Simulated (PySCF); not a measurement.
V(2+) (vanadium, charge +2) across methods

[Ar] 3d2 4s1, 4s spin antiparallel (an excited configuration). Computed with PySCF 2.14 in aug-cc-pwCVTZ-DK (10s9p7d4f3g, 127 functions), with the spin-free X2C one-electron Hamiltonian (Gaussian nucleus).

```tsv
method	E (hartree)	mean ε 3p β (eV)	mean ε 3d α (eV)	mean ε 4s β (eV)	Σ⟨r²⟩ (bohr²)	⟨S²⟩
LDA	-945.931	-65.614	-27.834	-20.337	21.68	1.750
PBE0	-947.966	-68.402	-30.258	-20.866	21.76	1.751
B97-3	-948.062	-68.598	-30.415	-20.787	21.71	1.751
M06-2X	-948.190	-71.198	-32.393	-22.110	21.75	1.750
r2SCAN	-948.120	-66.451	-28.549	-20.242	21.84	1.751
PBE	-947.926	-65.549	-27.866	-20.088	21.76	1.751
UHF	-947.22832	-75.498	-36.765	-22.644	22.03	1.753
```

**Question.** Estimate the same row for BP86.

**Answer.** E (hartree) = -948.284; mean ε 3p β (eV) = -65.664; mean ε 3d α (eV) = -27.990; mean ε 4s β (eV) = -20.302; Σ⟨r²⟩ (bohr²) = 21.68; ⟨S²⟩ = 1.751.

With the s spin flipped the determinant is a mixture of two multiplicities, not a spectroscopic state.
